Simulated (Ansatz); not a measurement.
Compare A (`C=[C](F)[GeH2][CH3]`) with its isomer B (`C[C]1(F)[CH2][GeH2]1`).

Computed with Ansatz on PBE0-D4/def2-TZVP structures; ΔE is electronic, products minus reactants. CBS: MP2 limit from def2 TZ/QZ plus the TZ coupled-cluster correction, frozen cores. DFT in def2-TZVPP. B3LYP here is the variant with VWN-RPA as its local correlation; programs differ in this. For Ge outer-core shells are correlated without core-valence functions, which leaves a few kJ/mol of doubt a bond. Scalar relativity is left out up to krypton. One conformer a species, not always the lowest.

(1) Which isomer does CCSD(T)/CBS put lower? Give the gap. (Best estimate.)

(2) Give E(B) − E(A) in kcal/mol with ωB97M-V, HF/def2-TZVPP, PBE-D4, B3LYP-D4, PBE0-D4, CCSD/def2-TZVPP, r2SCAN-D4. (Estimate.)

Largest T1 diagnostic: 0.012.

Answers

(1) The calculation gave: A, by 16.7 kcal/mol.

(2) Ansatz gave: ωB97M-V 17.6, HF/def2-TZVPP 25.9, PBE-D4 15.0, B3LYP-D4 19.7, PBE0-D4 14.9, CCSD/def2-TZVPP 19.3, r2SCAN-D4 16.1. None reverses the order clearly.

In def2-TZVPP, CCSD(T) changes the Hartree–Fock value by −7.2 kcal/mol (the triples alone add −0.7 kcal/mol) and MP2 by −9.4 kcal/mol.
